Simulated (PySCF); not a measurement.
SMILES OB(C)O, PBE0/def2-SVP optimised geometry.

```
9

B     -0.65     0.00     0.00
C      0.94     0.00     0.00
H      1.33     0.51    -0.90
H      1.39    -1.01     0.02
H      1.33     0.55     0.87
O     -1.39    -1.14     0.00
H     -0.85    -1.93     0.00
O     -1.36     1.15     0.00
H     -0.80     1.93     0.00
```

Density from PySCF with PBE0/def2-TZVP at that geometry.

Minimum of the electron density along straight lines between bonded atoms, close to the bond critical point (lines longer than 1.1 times the sum of covalent radii, or with two minima, are not listed):

| bond | length / Å | ρ at the minimum / e bohr⁻³ | ∇²ρ there / e bohr⁻⁵ | position (fraction from the first atom) |
|---|---|---|---|---|
| B1–C2 | 1.587 | 0.183 | -0.30 | 0.33 |
| C2–H3 | 1.103 | 0.264 | -0.86 | 0.64 |
| C2–H4 | 1.101 | 0.267 | -0.88 | 0.64 |
| C2–H5 | 1.103 | 0.264 | -0.86 | 0.64 |
| B1–O6 | 1.362 | 0.211 | 0.94 | 0.33 |
| O6–H7 | 0.960 | 0.363 | -2.49 | 0.81 |
| B1–O8 | 1.363 | 0.210 | 0.93 | 0.33 |
| O8–H9 | 0.960 | 0.362 | -2.49 | 0.81 |
